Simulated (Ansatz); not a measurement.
`[AlH2][BH][GeH3]` → `[BH2][AlH2]` + `[GeH2]` at 600 K and 1 bar (germylene loss).

Gas-phase electronic energies from Ansatz, PBE0-D4/def2-TZVP geometries. CBS: MP2 limit from def2 TZ/QZ plus the TZ coupled-cluster correction, frozen cores. This one scheme is used for every species. For Ge outer-core shells are correlated without core-valence functions, which leaves a few kJ/mol of doubt a bond. Scalar relativity is left out up to krypton.

| species | CCSD(T)/CBS energy (Eh) | H − E (kJ/mol) | S (J/(mol·K)) |
| --- | --- | --- | --- |
| `[AlH2][BH][GeH3]` | -2346.45558 | 184.6 | 439.7 |
| `[BH2][AlH2]` | -269.14094 | 122.4 | 316.9 |
| `[GeH2]` | -2077.24753 | 50.4 | 247.2 |

H − E and S are ideal-gas, rigid-rotor, harmonic terms from PBE0-D4/def2-TZVP, for one conformer and one mirror image of each species. 1 Eh = 2625.50 kJ/mol, R = 8.31446 J/(mol·K).

**Question.** By hand: ΔE, ΔH, ΔS and ΔG.

**Answer.** ΔE = (-269.14094) + (-2077.24753) − (-2346.45558) = 0.06711 Eh = 176.2 kJ/mol. Δ(H − E) = 122.4 + 50.4 − 184.6 = -11.8, so ΔH = 164.4 kJ/mol. ΔS = 316.9 + 247.2 − 439.7 = 124.4 J/(mol·K). ΔG = 164.4 − 600 × (124.4)/1000 = 89.8 kJ/mol.

**Question.** By hand: the equilibrium constant, and the temperature at which ΔG would vanish if ΔH and ΔS stayed fixed.

**Answer.** log₁₀ K = −ΔG/(RT ln 10) = -7.8. ΔG = 0 at ΔH/ΔS = 1322 K.

The number of gas molecules changes by +1, which sets the sign of ΔS. A doubt of 5 kJ/mol in ΔE shifts log₁₀ K by 0.4 here. Other conformers and mirror images would add mixing entropy, several J/(mol·K) or more a flexible species. Modes under 60 cm⁻¹, often nearly free rotors, make the harmonic entropy too high. These are equilibria of isolated gas molecules and say nothing of rates. Largest T1 diagnostic: 0.013 (customary marks: 0.02 for closed shells, 0.045 for open ones).
